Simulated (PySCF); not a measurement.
C2H10Ge2S.
Atom-mapped SMILES: `[CH3:1][CH2:2][GeH2:3][S:4][GeH3:5]` (hydrogens: H6, H7, H8 on C1; H9, H10 on C2; H11, H12 on Ge3; H13, H14, H15 on Ge5)

Structure used (PBE0-D3(BJ)/def2-SVP), in Å, numbered top down from 1:
```
atom  x, y, z in Å
C1    -1.797    1.229    0.470
C2    -1.551   -0.234    0.132
Ge3   -0.455   -0.479   -1.471
S4     1.438    0.705   -1.276
Ge5    2.328   -0.318    0.489
H6    -2.377    1.337    1.400
H7    -2.358    1.740   -0.329
H8    -0.848    1.773    0.598
H9    -2.496   -0.777   -0.033
H10   -1.040   -0.752    0.961
H11   -0.104   -1.964   -1.694
H12   -1.137    0.109   -2.721
H13    3.805    0.103    0.524
H14    1.623    0.121    1.787
H15    2.198   -1.845    0.329
```

Level of theory: PBE0-D3(BJ)/def2-SVP geometry optimisation, gas phase in PySCF.

Masses are those of the commonest isotopes; rigid-rotor values at the optimised geometry. The values belong to one conformer with, in the numbering `[CH3:1][CH2:2][GeH2:3][S:4][GeH3:5]`, C1–C2–Ge3–S4 53°, C2–Ge3–S4–Ge5 63°.

Q: What are A, B and C (cm⁻¹)?

A: Ia = 217.25, Ib = 620.61, Ic = 701.57 u·Å²; 505379 MHz·u·Å²/I gives 2326, 814.3 and 720.4 MHz, that is A = 0.07759, B = 0.02716, C = 0.02403 cm⁻¹.

Q: Classify the top.

A: An asymmetric top; Ray's κ = -0.883.

Q: Is it planar, by Δ = Ic − Ia − Ib?

A: Not planar: Δ = Ic − Ia − Ib = -136.29 u·Å². For a rigid frame Δ = −2 Σ m c², so Σ m c² = 68.15 u·Å² lies off the ab plane: 13.04 from hydrogen and 55.11 from heavier atoms. The atom farthest from that plane is 1.68 Å away.

Q: Where do the levels up to J = 5 lie, in MHz?

A: Above 0(0,0):
J = 1: 1(0,1) 1535, 1(1,1) 3047, 1(1,0) 3141
J = 2: 2(0,2) 4600, 2(1,2) 6022, 2(1,1) 6304, 2(2,1) 10839, 2(2,0) 10844
J = 3: 3(0,3) 9187, 3(1,3) 10482, 3(1,2) 11046, 3(2,2) 15444, 3(2,1) 15465, 3(3,1) 23240, 3(3,0) 23241
J = 4: 4(0,4) 15284, 4(1,4) 16425, 4(1,3) 17364, 4(2,3) 21579, 4(2,2) 21642, 4(3,2) 29387, 4(3,1) 29388, 4(4,1) 40292, 4(4,0) 40292
J = 5: 5(0,5) 22875, 5(1,5) 23846, 5(1,4) 25252, 5(2,4) 29243, 5(2,3) 29388, 5(3,3) 37074, 5(3,2) 37077, 5(4,2) 47975, 5(4,1) 47975, 5(5,1) 61996, 5(5,0) 61996
The levels of one J sum to (2J + 1)J(J + 1)(A + B + C)/3.

Q: Predict some low-J microwave lines.

A: The dipole components are |μa| = 0.59 D, |μb| = 1.31 D, |μc| = 1.35 D. Intensities carry the squares of the components, which stand as 0.19 : 0.95 : 1.00 (a : b : c). Some lines, for components of 0.1 D or more:

| type | branch | J(Ka,Kc) | MHz | lower level (cm⁻¹) |
| --- | --- | --- | --- | --- |
| c | Q | 2(1,2) ← 2(0,2) | 1422 | 0.153 |
| c | Q | 1(1,1) ← 1(0,1) | 1512 | 0.051 |
| a | R | 1(0,1) ← 0(0,0) | 1535 | 0.000 |
| b | R | 2(0,2) ← 1(1,1) | 1553 | 0.102 |
| b | Q | 1(1,0) ← 1(0,1) | 1606 | 0.051 |
| b | Q | 2(1,1) ← 2(0,2) | 1704 | 0.153 |
| a | R | 2(1,2) ← 1(1,1) | 2975 | 0.102 |
| b | R | 1(1,1) ← 0(0,0) | 3047 | 0.000 |
| a | R | 2(0,2) ← 1(0,1) | 3065 | 0.051 |
| c | R | 1(1,0) ← 0(0,0) | 3141 | 0.000 |
| a | R | 2(1,1) ← 1(1,0) | 3163 | 0.105 |
| b | R | 2(1,2) ← 1(0,1) | 4487 | 0.051 |
| c | Q | 2(2,1) ← 2(1,1) | 4536 | 0.210 |
| b | Q | 2(2,0) ← 2(1,1) | 4540 | 0.210 |
| c | R | 2(1,1) ← 1(0,1) | 4769 | 0.051 |
| b | Q | 2(2,1) ← 2(1,2) | 4818 | 0.201 |
| b | R | 2(2,1) ← 1(1,0) | 7699 | 0.105 |
| c | R | 2(2,0) ← 1(1,0) | 7703 | 0.105 |
| c | R | 2(2,1) ← 1(1,1) | 7793 | 0.102 |
| b | R | 2(2,0) ← 1(1,1) | 7797 | 0.102 |

Q: Estimate the classical rotational partition function at 25 K, 298.15 K and 500 K.

A: Point group C1, symmetry number σ = 1; q = (√π/σ)·√((kT/h)³/(ABC)), k/h = 20836.6 MHz/K: 18000 at 25 K, 743000 at 298.15 K, 1610000 at 500 K.

Not checked by PBE0-D3(BJ)/def2-SVP frequencies. Zero-point vibration and centrifugal distortion are left out. A rigid rotor knows nothing of internal rotation, which can split or shift real lines.
